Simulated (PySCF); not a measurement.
C3H7FSSi.
Atom-mapped SMILES: `[CH2:1]=[C:2]([SiH2:3][F:4])[S:5][CH3:6]` (hydrogens: H7, H8 on C1; H9, H10 on Si3; H11, H12, H13 on C6)

Method used: PySCF 2.14.0, PBE0-D3(BJ)/def2-SVP geometry optimisation, gas phase.

Problem. What internal coordinates does the optimisation give?

Solution. 
```tsv
bond	length (Å)	order
C1=C2	1.344	double
C2–Si3	1.875	single
Si3–F4	1.628	single
C2–S5	1.751	single
S5–C6	1.798	single
C1–H7	1.094	single
C1–H8	1.093	single
Si3–H9, Si3–H10	1.488	single
C6–H11, C6–H12, C6–H13	1.100	single
```

Bonds in one row agree within 0.01 Å and their mean is given. Orders are formal, as drawn. A selection of angles:
```tsv
angle	degrees
C2–C1–H7	123.3
C2–C1–H8	119.8
H7–C1–H8	116.9
C1–C2–Si3	118.9
C1–C2–S5	126.9
Si3–C2–S5	114.2
C2–Si3–F4	106.7
C2–Si3–H9	111.5
F4–Si3–H9	108.3
H9–Si3–H10	110.4
C2–S5–C6	103.1
S5–C6–H11	111.1
S5–C6–H13	106.3
H11–C6–H12	109.9
```

Torsions: C1–C2–Si3–F4 1° (synperiplanar); C1–C2–S5–C6 -1° (synperiplanar).

Si3 (fluorine-bound silicon) is tetrahedral (angles from 106.7° to 111.5°). The 6 heavy atoms lie in one plane (0.016 Å rms). The C–S distances run from 1.751 Å (C2–S5, drawn single) to 1.798 Å (S5–C6, drawn single), a spread of 0.047 Å. Of the pairs four or more bonds apart, C6···H7 is among the closest relative to their van der Waals radii: 2.62 Å, 90 % of the sum of Bondi's values.

No frequency check. The numbers are those of one conformer.
